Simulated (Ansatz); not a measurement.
Molecule: C₅H₁₁O (charge 0, doublet). It need not be the lowest isomer of its formula. 
Coordinates optimised at B3LYP-D3(BJ)/def2-TZVP (Ansatz, a program for electronic structure):
SMILES: CCC[C@@H]([O])C
```xyz
17

C     -2.6971    -0.6261    -0.3726
C     -1.4918     0.0463     0.2780
C     -0.2046    -0.1568    -0.5122
C      1.0406     0.4303     0.1735
C      2.2942     0.4112    -0.7071
O      1.2630    -0.0950     1.4159
H     -2.5471    -1.7053    -0.4539
H     -3.6058    -0.4603     0.2086
H     -2.8712    -0.2404    -1.3802
H     -1.3490    -0.3406     1.2892
H     -1.6833     1.1197     0.3828
H     -0.2972     0.2920    -1.5059
H     -0.0257    -1.2258    -0.6683
H      0.8130     1.4935     0.4159
H      3.1374     0.8494    -0.1742
H      2.1291     0.9673    -1.6312
H      2.5473    -0.6180    -0.9681
```
Charge 0, spin multiplicity 2.

Property: atomisation energy (electronic, to ground-state atoms), in kcal/mol. Valence correlation only, unless marked. UHF or UKS for open shells. Spin-orbit coupling is left out. Non-relativistic. The coupled-cluster limit lacks core correlation, which all-electron functionals hold. Basis-set limits of correlation are two-point, X^-3; Hartree-Fock from the larger set. The bracket is a focal-point correction in the basis named.

```tsv
level	program	atomisation energy (kcal/mol)
revPBE-D3(BJ)/def2-TZVPD	Ansatz + dftd3	___
HSE06-D3(BJ)/def2-TZVPD	Ansatz + dftd3	1596.4
CAM-B3LYP-D3(BJ)/def2-TZVPD	Ansatz + dftd3	1592.8
B2GP-PLYP-D4/def2-TZVPD	Ansatz + dftd4	___
CCSD/cc-pVTZ	Ansatz	1529.5
RI-MP2/CBS(cc-pVTZ,cc-pVQZ)+[CCSD(T)-MP2]/cc-pVTZ	Ansatz	___
```

Question: Some entries are withheld; supply them.

Answer: 
- revPBE-D3(BJ)/def2-TZVPD, atomisation energy (kcal/mol): 1578.2
- B2GP-PLYP-D4/def2-TZVPD, atomisation energy (kcal/mol): 1563.2
- RI-MP2/CBS(cc-pVTZ,cc-pVQZ)+[CCSD(T)-MP2]/cc-pVTZ, atomisation energy (kcal/mol): 1583.1
